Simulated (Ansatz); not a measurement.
A structure relaxed at PBE-D4/def2-SVP in Ansatz, charge 0, singlet:

```csv
atom,x (Å),y (Å),z (Å)
Tl1,1.649,-2.136,1.140
Tl2,1.324,0.367,-2.456
Tl3,-0.185,3.515,0.334
Tl4,0.731,0.620,0.543
Tl5,-2.133,0.210,-0.220
Tl6,-1.386,-2.576,0.660
```

(1) Give its formula.

(2) Summarise the bond lengths by kind (pairs closer than 1.2 times the sum of covalent radii, bridged metal pairs left out).

## Answers

(1) the cluster Tl6.

(2) 6 × Tl–Tl 2.97 to 3.10 Å.

In the def2 sets Tl takes a core potential; there is no spin–orbit coupling. The restricted singlet is unstable towards broken spin symmetry in Hartree–Fock (as tested in another run); at PBE-D4/def2-SVP this wasn't settled. Another isomer (singlet) lies 0.48 eV lower at PBE0-D4/def2-TZVP; other spin states weren't run for this one.
